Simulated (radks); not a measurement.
Q: Ga, configuration [Ar] 3d10 4s2 4p1. All-electron calculation, Dirac Kohn-Sham, BLYP, spin-unpolarised, spherical densities, point nucleus; open shells fill j = l - 1/2 first. Program: a radial shooting solver on a logarithmic mesh with Libxc functionals.

Spin-orbit splittings of the eigenvalues, e(l+1/2) - e(l-1/2), with zeta = 2 splitting/(2l+1) and mean radii in bohr:

shell  occ.  splitting (eV)  zeta (eV)  <r> j=l-1/2  <r> j=l+1/2
2p        6           27.68      18.45       0.1883       0.1918
3p        6           3.637      2.424       0.6719       0.6827
3d       10               ?          ?       0.8077       0.8142
4p        1          0.1157    0.07717        3.407        3.480

Estimate the 3d splitting.

A: 0.4622 eV (zeta = 0.1849 eV).
